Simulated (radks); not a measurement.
The numbers below are computed, except where a source is named.
Trend from Mg to Ar: ionisation energy by Delta-SCF between NIST ground configurations, and size. Level of theory: non-relativistic Kohn-Sham, LDA (Slater exchange, Perdew-Wang correlation), spin-polarised, spherical densities, point nucleus; open shells are filled with parallel spins first (a radial shooting solver on a logarithmic mesh with Libxc functionals).

species,configuration,configuration of the ion,IE (eV),NIST (eV),kind,outermost,<r> outermost (bohr),r at 0.001 e/bohr^3 (bohr)
Mg,[Ne] 3s2,[Ne] 3s1,7.726,7.646,exp.,3s,3.14,4.52
Al,[Ne] 3s2 3p1,[Ne] 3s2,5.998,5.986,exp.,3p,3.39,4.55
Si,[Ne] 3s2 3p2,[Ne] 3s2 3p1,8.269,8.152,exp.,3p,2.74,4.43
P,[Ne] 3s2 3p3,[Ne] 3s2 3p2,10.531,10.487,exp.,3p,2.33,4.24
S,[Ne] 3s2 3p4,[Ne] 3s2 3p3,10.550,10.360,exp.,3p,2.12,4.08
Cl,[Ne] 3s2 3p5,[Ne] 3s2 3p4,13.252,12.968,exp.,3p,1.86,3.91
Ar,[Ar],[Ne] 3s2 3p5,15.937,15.760,exp.,3p,1.67,3.75

Reference values: NIST Atomic Spectra Database (exp. = measured, semi-emp. = semi-empirical, theory = theoretical value adopted there). Open shells are spherical and high-spin; term and fine-structure splittings are not resolved.
